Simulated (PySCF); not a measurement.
PySCF 2.14 output of an unrestricted CAM-B3LYP calculation on a single atom or ion in dyall-av3z (10s3p2d, 29 functions), with the non-relativistic Hamiltonian (point nucleus):

```
SCF conv_tol = 1e-09
number electrons alpha = 1  beta = 1
    T. Yanai, D. P. Tew, and N. C. Handy.,  Chem. Phys. Lett. 393, 51 (2004)
cycle= 1 E= -2.90140157260863  delta_E= -0.00131  |g|= 0.00666  |ddm|= 0.0426
cycle= 2 E= -2.90141498004074  delta_E= -1.34e-05  |g|= 0.000489  |ddm|= 0.00481
cycle= 3 E= -2.90141524268869  delta_E= -2.63e-07  |g|= 0.000129  |ddm|= 0.0006
cycle= 4 E= -2.90141524921993  delta_E= -6.53e-09  |g|= 7.35e-06  |ddm|= 9.94e-05
cycle= 5 E= -2.90141524925156  delta_E= -3.16e-11  |g|= 2.33e-07  |ddm|= 8.75e-06
converged SCF energy = -2.90141524925156  <S^2> = -3.1086245e-15  2S+1 = 1
```

The run itself started from symmetry-adapted Hartree-Fock orbitals and held the occupation by maximum overlap, on a logarithmic radial grid, so the iterations belong to that start.

Problem. Which element, charge and spin multiplicity is this?

Solution. He (helium, neutral), multiplicity 1; the state was 1s2, closed-shell 1S.
